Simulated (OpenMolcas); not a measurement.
**Mg⁺: effect of the active space**

```
Program             : OpenMolcas
Method              : CASSCF or its RAS form
Basis               : ANO-L-VQZP
Scalar Hamiltonian  : non-relativistic, point nucleus
Spin-orbit coupling : RASSI with atomic mean-field integrals over the reference wave functions, term energies averaged over their components
```

A. 1 electron in 4 orbitals (3s 3p); 2S+1 = 2 even, 1 root; 2S+1 = 2 odd, 3 roots; cost of the order of 6 core-seconds
B. 1 electron in 8 orbitals (3s 3p 4s 4p); 2S+1 = 2 even, 1 root; 2S+1 = 2 odd, 3 roots; cost about 8 core-seconds
C. 1 electron in 9 orbitals (RAS2 3s 3p; RAS3 3d, at most 1 electron); 2S+1 = 2 even, 1 root; 2S+1 = 2 odd, 3 roots; cost roughly 7 core-seconds

Energies in eV above 3s ²S_1/2, the measured ground level; measured values from NIST Handbook of Basic Atomic Spectroscopic Data.

```
     Level       A       B       C  Measured
 3s ²S_1/2  0.0000  0.0000  0.0000    0.0000
3p ²P°_1/2  4.2725  4.2725  4.2725    4.4224
3p ²P°_3/2  4.2807  4.2807  4.2807    4.4338
```

Deviations, from unrounded energies. A percentage is the sum of absolute deviations over the sum of measured energies, with the sign that they share, or ± where signs differ.

```
           Against measurement  Levels     A     B     C
mean absolute deviation (cm-1)       2  1200  1200  1200
      other configurations (%)       2  -3.4  -3.4  -3.4
```

A, B, C lie about equally close to measurement. The largest miss of C in the table is 3p ²P°_3/2, by -1200 cm-1. The ranking rests on the paired levels alone, and a cruder setting can come out closer through cancelling errors.

Among A to C no level of the table moves by more than 5 cm-1.

ANO sets are built for ground and valence states and can reach diffuse excited orbitals poorly. With one active electron the reference holds no correlation, so core polarisation is missing. With one active electron outside closed inactive shells, the extra shells (4p 4s) add no correlation to the reference (holds for B). With one active electron outside closed inactive shells, the extra shells (3d) add no correlation to the reference (holds for C). Measured partners are found by configuration, term and J. A level has none where our copy of the source lacks it or the pairing is in doubt (some pairs that miss far off the trend of their configuration count as doubtful), and it then counts in no deviation. Only configurations of the active space appear.

° marks odd parity.
